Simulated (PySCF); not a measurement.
## Bonding in `C=C(OCOC)[C@H](F)Cl`

Species: C5H8ClFO2.
SMILES with atom numbers: `[CH2:1]=[C:2]([O:3][CH2:4][O:5][CH3:6])[C@H:7]([F:8])[Cl:9]` (hydrogens: H10, H11 on C1; H12, H13 on C4; H14, H15, H16 on C6; H17 on C7)

Geometry (GFN2-xTB, Å), atoms numbered from 1 in this order:
```xyz
17
C5H8ClFO2 angstrom
C      1.8014    1.0004   -0.6874
C      1.2803    0.1104    0.1471
O      0.0226    0.0703    0.6548
C     -0.9266    1.0054    0.1670
O     -2.1581    0.7312    0.7073
C     -2.7332   -0.4834    0.2546
C      2.0551   -1.0762    0.6555
F      3.3915   -0.8687    0.6101
Cl     1.6814   -2.5039   -0.3620
H      1.2593    1.8516   -1.0523
H      2.8194    0.8914   -1.0106
H     -0.6587    2.0198    0.4928
H     -0.9399    0.9564   -0.9398
H     -3.6907   -0.5682    0.7622
H     -2.8885   -0.4572   -0.8299
H     -2.1013   -1.3373    0.5092
H      1.7789   -1.3297    1.6847
```

Bond orders from the PBE0/pcSseg-1 density (PySCF). The structure is a single GFN2-xTB conformer in the gas phase; no vibrational or solvent corrections.

(1) Where do the orders between heavy atoms depart from those drawn in the SMILES?

(2) Set the Mayer orders of the bonds between heavy atoms beside their lengths.

Answers

(1) The largest departure is 0.168, at C1–C2 (drawn double, 1.832). Drawn single, order below 0.88: O3–C4 (0.852).

(2) 
| bond | drawn as | length (Å) | Mayer order |
| --- | --- | --- | --- |
| C1–C2 | double | 1.327 | 1.832 |
| C2–O3 | single | 1.357 | 1.040 |
| O3–C4 | single | 1.419 | 0.852 |
| C4–O5 | single | 1.372 | 1.040 |
| O5–C6 | single | 1.418 | 0.902 |
| C2–C7 | single | 1.506 | 0.980 |
| C7–F8 | single | 1.353 | 0.951 |
| C7–Cl9 | single | 1.793 | 1.015 |

Bonds between the same two heavy elements. C–C: lowest C2–C7 (0.980, 1.506 Å), highest C1–C2 (1.832, 1.327 Å). C–O: lowest O3–C4 (0.852, 1.419 Å), highest C2–O3 and C4–O5 (1.040, 1.357 Å). Bonds named together lie within 0.004.

Problem. And the bonds to hydrogen?

Solution. C–H: 0.93 to 0.97 (8 bonds).

Problem. Sum the orders of all bonds at each heavy atom with more than one neighbour and set the sums beside the valence in the SMILES.

Solution. C1 3.711 (drawn 4), C2 3.852 (drawn 4), O3 1.892 (drawn 2), C4 3.773 (drawn 4), O5 1.942 (drawn 2), C6 3.794 (drawn 4), C7 3.873 (drawn 4). Orders between atoms that aren't bonded are not in these sums.

For a closed shell the Mayer order of atoms A and B is Σ (PS)μν (PS)νμ over the basis functions μ on A and ν on B, with P the density and S the overlap matrix.

The run behind these numbers computed NMR shieldings as well. Time: 38 s; peak memory 0.88 GiB. Hardware: Arm Neoverse V1, one thread, no GPU, shared host with 32 logical CPUs at a one-minute load of 30.
